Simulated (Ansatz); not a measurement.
Program: Ansatz. Geometries: PBE0-D4/def2-TZVP. ΔE: electronic, gas phase. CCSD(T)/CBS is the MP2 limit (def2-TZVPP, def2-QZVPP) plus CCSD(T) − MP2 in def2-TZVPP, frozen cores. Functionals use def2-TZVPP. For Ge outer-core shells are correlated without core-valence functions, which leaves a few kJ/mol of doubt a bond. Scalar relativity is left out up to krypton. One conformer a species, not always the lowest.

Reaction (formal exchange of groups at the Si–B bond): `CSB[SiH3]` + `[CH2]1[S][GeH2]1` → `[SiH3][GeH]1[CH2][S]1` + `BSC`

Problem. Is it downhill or uphill in electronic energy at CCSD(T)/CBS, and by how much? (Best estimate.)

Solution. Computed: Downhill: ΔE = -38.7 kJ/mol.

Problem. What do these levels give: PBE-D4, r2SCAN-D4, ωB97X-V, ωB97M-V, B2PLYP, HF/def2-TZVPP, SCS-MP2/def2-TZVPP, CCSD/def2-TZVPP, HF/def2-QZVPP, SCS-MP2/def2-QZVPP, HF/CBS(def2), CCSD/CBS(def2)? (An estimate is asked.)

Solution. The calculation gave: PBE-D4 -36.3, r2SCAN-D4 -36.8, ωB97X-V -35.6, ωB97M-V -38.0, B2PLYP -38.9, HF/def2-TZVPP -37.7, SCS-MP2/def2-TZVPP -40.0, CCSD/def2-TZVPP -37.1, HF/def2-QZVPP -37.1, SCS-MP2/def2-QZVPP -40.2, HF/CBS(def2) -37.1, CCSD/CBS(def2) -38.7 kJ/mol.

Largest T1 diagnostic among the species: 0.015.
